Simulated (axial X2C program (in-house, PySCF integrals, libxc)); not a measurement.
## Bond lengths and stretching modes, held linear, of AsCN

Calculated with an in-house all-electron X2C program for linear molecules (integrals from PySCF): two-component X2C with atomic mean-field Coulomb and Gaunt terms, Gaussian nuclei, basis As dyall-v3z, C dyall-v3z, N dyall-av3z with contracted cores. Spin-free rows use the one-electron spin-free X2C Hamiltonian.

Masses As 74.922, C 12.000, N 14.003 u. States: 2c Ω = 1 (beyond evenly filled blocks: ω = -1/2, ω = 3/2); spin-free M_S = 1, Λ = 0 (beyond evenly filled blocks: π+α, π-α).

HF, spin-free: energies above the lowest point

```
r(As–C) (Å)  r(C–N) (Å)  E (meV)
     1.8096      1.1339    45.88
     1.8096      1.1630    27.85
     1.8096      1.1921    78.62
     1.8560      1.1339     5.41
     1.8560      1.1630     0.00
     1.8560      1.1921    63.53
     1.8560      1.2212   176.73
     1.9024      1.1339     8.32
     1.9024      1.1630    13.95
     1.9024      1.1921    88.82
     1.9488      1.1630    61.55
     1.9488      1.2212   279.79
```

Task: Fit a quadratic surface with cubic terms in each bond: where is the minimum, and what are the two stretching wavenumbers?

Result: At HF, spin-free: bonds 1.868 and 1.149 Å; harmonic stretches 504.8 and 1920.4 cm⁻¹; force constants 2.9, 14.6 and coupling 1.32 mdyn/Å.

The other levels and Hamiltonians give:

```
Hamiltonian  level  r(As–C) (Å)  r(C–N) (Å)  lower stretch (cm⁻¹)  upper stretch (cm⁻¹)
         2c   PBE0        1.859       1.162                 503.5                2145.8
         2c     HF        1.869       1.149                 504.2                1921.0
         2c    PBE        1.866       1.178                 494.1                2045.5
  spin-free   PBE0        1.858       1.162                 504.0                2146.0
  spin-free    PBE        1.865       1.178                 494.6                2045.7
```

Each state is one determinant, the lowest of a limited PBE0 search; the stretches come from a fit to these few points and carry an uncertainty of a few per cent. Other orders of the atoms were not compared. Left out for rough or failed fits: MP2 2c, MP2 spin-free. The molecule was held linear; bending was not examined, so a bent shape may lie lower. Open-shell Ω = 0 determinants with evenly filled partner blocks cannot be reached by this program, so the Ω shown need not be the lowest component. Note: several unpaired electrons, one determinant need not be a pure state.
